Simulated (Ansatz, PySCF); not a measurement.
Molecule: hydrogen telluride, H2Te (charge 0, singlet). 
Geometry from a B3LYP-D3(BJ)/def2-TZVP (Ansatz, a program for electronic structure) optimisation:
```xyz
3

Te    -0.0007     0.0433     0.0023
H     -1.1604    -1.1450    -0.0483
H      1.1973    -1.1053    -0.0693
```

Total electronic energies in hartree. Valence correlation only, unless marked. No spin-orbit coupling. The frozen core is the preceding noble-gas configuration, with the filled d and f shells of earlier blocks. Past Kr the def2 sets carry scalar-relativistic core potentials. STO-3G rows are all-electron and non-relativistic. Basis-set limits of correlation are two-point, X^-3; Hartree-Fock from the larger set. The bracket is a focal-point correction in the basis named.

```csv
level,program,energy (Eh)
HF/def2-TZVPP,Ansatz,-268.15339
RI-HF/def2-TZVPPD,Ansatz,-268.15365
M06-L/def2-TZVPD,PySCF,-269.38160
r2SCAN-D3(BJ)/def2-TZVPD,Ansatz + dftd3,-269.31328
PBE0/STO-3G,Ansatz,-6550.13241
PBE0-D4/def2-TZVP,Ansatz + dftd4,-269.21906
r2SCANh/def2-TZVPD,Ansatz,-269.30168
r2SCAN0/def2-TZVPD,Ansatz,-269.28497
PW6B95-D3(BJ)/def2-TZVPD,PySCF + dftd3,-269.37908
MN15-D3(BJ)/def2-TZVPD,PySCF + dftd3,-268.57623
CAM-B3LYP-D3(BJ)/def2-TZVPD,Ansatz + dftd3,-269.20813
LC-wPBE/def2-TZVPD,Ansatz,-269.24860
PBE-QIDH/def2-TZVPD,Ansatz,-268.93446
RPA@PBE/def2-TZVPP,Ansatz,-268.42306
MP2/STO-3G,Ansatz,-6548.29287
MP2/def2-QZVPPD,Ansatz,-268.31833
RI-MP2/def2-TZVPPD,Ansatz,-268.30207
RI-MP2/def2-QZVPP,Ansatz,-268.31806
SCS-MP2/def2-QZVPP,Ansatz,-268.32619
CCSD/def2-TZVPPD,Ansatz,-268.32606
CCSDT(Q)/def2-SVP,Ansatz,-268.27613
"RI-MP2/CBS(def2-TZVPP,def2-QZVPP)+[CCSD(T)-MP2]/def2-QZVPP",Ansatz,-268.3584
"CCSD(T)/CBS(def2-TZVPPD,def2-QZVPPD)",Ansatz,-268.3575
```

Totals of different functionals don't rank their quality; only differences between species are comparable.
